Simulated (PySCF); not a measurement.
Rows and methods have been separated. Pair them.

Compound: C3H4BBrF2.
SMILES: `B/C(F)=C(\Br)CF`

The closed-shell ground state was solved 7 times with PySCF (density fitting, gas phase), always in the def2-SVPD basis (199 functions), with these functionals: B3LYP, BHandHLYP, CAM-B3LYP, HF, LC-wPBE, LDA and wB97X-D. One conformer (not necessarily the lowest) at the PBE0-D3(BJ)/def2-SVP geometry, without solvent, vibrations or thermal averaging. The calculation is non-relativistic and has no spin–orbit coupling, an omission that weighs most on bromine.

| row | total energy (Eh) | HOMO (eV) | LUMO (eV) | dipole (D) |
| --- | --- | --- | --- | --- |
| P | -2914.6378 | -8.74 | -1.88 | 1.08 |
| Q | -2914.8449 | -7.53 | -3.07 | 0.98 |
| R | -2908.6589 | -6.83 | -4.00 | 0.99 |
| S | -2914.8073 | -9.01 | -1.81 | 1.03 |
| T | -2914.2464 | -10.28 | -0.70 | 1.08 |
| U | -2914.7647 | -9.53 | -1.06 | 1.03 |
| V | -2911.2874 | -10.23 | 0.65 | 1.23 |

Question: Which functional belongs to which row?

Answer: P = BHandHLYP, Q = B3LYP, R = LDA, S = CAM-B3LYP, T = LC-wPBE, U = wB97X-D, V = HF. By rising HOMO–LUMO gap: LDA (LDA) 2.83 eV; B3LYP (global hybrid, 20 % exact exchange) 4.46 eV; BHandHLYP (global hybrid, 50 % exact exchange) 6.86 eV; CAM-B3LYP (range-separated hybrid) 7.20 eV; wB97X-D (range-separated hybrid) 8.47 eV; LC-wPBE (range-separated hybrid) 9.58 eV; HF (all exact exchange) 10.88 eV. Total energies of different functionals aren't bounds to one another; each is stationary for its own functional.

Shape of the structure used: `[BH2:1]/[C:2]([F:3])=[C:4](\[Br:5])[CH2:6][F:7]`: C2–C4–C6–F7 141°.

Note: wB97X-D ran without an empirical dispersion term, which enters the total energy and its gradient alone.
